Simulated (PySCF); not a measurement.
Structure revision by computed shifts

A compound C5H10F3PSi gives the data below (simulated from a calculation) and was assigned the structure `C/C([SiH3])=P\CCC(F)(F)F`.

¹³C{¹H} NMR (computed): δ 221.6 (CH), 139.5 (C), 1.4 (CH3, 3C).

¹H NMR (500 MHz, computed): δ 10.41 (m, 1H), 0.30 (s, 9H).

Calculated, not measured (PySCF 2.14.0 with density-fitted response routines): shielding tensors at PBE0/pcSseg-1 (GIAO), GFN2-xTB structure. Single conformer, relativity neglected, in vacuum, fast rotation and ring inversion assumed for equivalent nuclei.

References, each an isolated molecule treated in the same way: TMS for ¹H (σ = 31.72 ppm) and ¹³C (σ = 186.93 ppm).

Task: Compare with the shifts computed for the proposed structure, pairing carbons in order of shift.

Result: Numbering as in the mapped SMILES `[CH3:1]/[C:2]([SiH3:3])=[P:4]\[CH2:5][CH2:6][C:7]([F:8])([F:9])[F:10]`. Hydrogens are named by the atom that carries them.

| atom | computed for proposal | given list | difference |
| --- | --- | --- | --- |
| C2 | 218.3 | 221.6 | -3.3 |
| C7 | 136.4 | 139.5 | -3.1 |
| C6 | 36.0 | 1.4 | +34.6 |
| C5 | 32.0 | 1.4 | +30.6 |
| C1 | 26.8 | 1.4 | +25.4 |

The rms difference is 23.7 ppm and the largest +34.6 ppm at C6 (sp3 CH2). The proposal also would give 5 carbon signals, not 3. The carbon types in order of shift don't match either: C, C, CH2, CH2, CH3 for the proposal against CH, C, CH3, CH3, CH3 in the data. The proposal doesn't fit.

Task: Which isomer fits?

Result: `FC(/P=C\[Si](C)(C)C)(F)F`.

- δC 221.6: carbon double-bonded to a heavier main-group atom.
- δC 139.5: CF3 carbon; 3 electronegative neighbours deshield it.
- δC 1.4: methyl carbon bonded to Si; an electropositive neighbour leaves it electron-rich and shielded.
- δH 10.41: hydrogen on a carbon double-bonded to a heavier main-group atom.

The shifts were computed for this structure.

Splittings by ¹⁹F and ³¹P in the carbon and heteronuclear signals aren't shown, as no couplings were computed. Shifts are as computed. Against solution values, carbons near 30 ppm lie about +3 ppm off and those near 130 ppm about +5 ppm. Of 1211 compounds with measured shifts, 218 miss one by over three times the rms of a fit or turn the order of signals round; such compounds aren't used in these exercises. No couplings were computed; multiplicities are counted from neighbouring protons, with m where these are inequivalent, close in shift, in a saturated or five-membered ring or joined by F or P, and br s for small geminal =CH2 splittings.
